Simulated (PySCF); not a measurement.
C₅H₁₃AlO, triplet, geometry from GFN2-xTB (such geometries of metal compounds can be far from the true shape) (a higher spin typed on purpose: for a closed-shell molecule this is an excited state). Base run: PySCF with M062X/3-21G.

The PySCF input:
```python
from pyscf import gto, scf, dft

mol = gto.M(
    atom='''
Al    0.75514463    0.19281173    1.26398557
C    -1.02656718   -0.28478633    2.43658849
H    -0.95638558   -1.36738803    2.46589890
H    -1.95237655    0.02441589    1.96536206
H    -0.92354537    0.13693308    3.42798529
C    -0.07994000    2.20347045    1.45896135
H     0.62461141    2.76590075    0.85476590
H    -0.03538247    2.51278945    2.49505334
H    -1.08286261    2.29369068    1.05789131
O     0.60861867   -0.36009541   -0.29904429
C     0.37426950   -0.77680375   -1.60864576
C     0.12575951    0.43350758   -2.50794583
C    -0.81366965   -1.73723137   -1.64909329
H     1.27192093   -1.30617866   -1.96488046
H    -0.76152008    0.96339275   -2.16834867
H    -0.01578771    0.11836922   -3.53882438
H     0.97475283    1.11122124   -2.45582948
H    -0.62460241   -2.58413830   -0.99350899
H    -1.70833104   -1.22437101   -1.30281581
H    -0.97543379   -2.09936565   -2.66139668
''',
    basis='3-21g',
    spin=2,
    verbose=5,
)

mf = dft.UKS(mol)
mf.xc = 'm062x'
mf.kernel()
```

The base run was repeated with changes; each row names its change, and settings that it needs were set with it.

| change | ΔE vs base (mEh) | fitting functions | dipole (D) |
|---|---|---|---|
| base | 0.000 | - | 1.41 |
| auxbasis = cc-pvtz-jkfit | -0.074 | 985 | 1.41 |
| auxbasis = cc-pvqz-jkfit | -0.062 | 1447 | 1.41 |
| auxbasis = even-tempered beta=3.0 | -9.481 | 337 | 1.43 |
| auxbasis = default (with mf = mf.density_fit()) | -0.053 | 814 | 1.41 |
| auxbasis = even-tempered beta=2.0 | -5.599 | 514 | 1.44 |
| auxbasis = def2-svp-ri | 153.6 | 532 | 1.41 |
| exchange = seminumerical (SGX) (with mf = sgx.sgx_fit(mf, auxbasis='def2-universal-jfit'); with mf.with_df.dfj = True) | -0.890 | 488 | 1.41 |
| auxbasis = def2-universal-jkfit | -0.053 | 814 | 1.41 |
| auxbasis = cc-pvtz-ri | -0.283 | 998 | 1.41 |

A fitting set is made for a task (jfit for Coulomb, jkfit for Coulomb and exchange, ri for correlation) and for a family of orbital bases.

Open shells are given as the SCF converged; they aren't shown to be the lowest states, and a large step between rows can be another state.
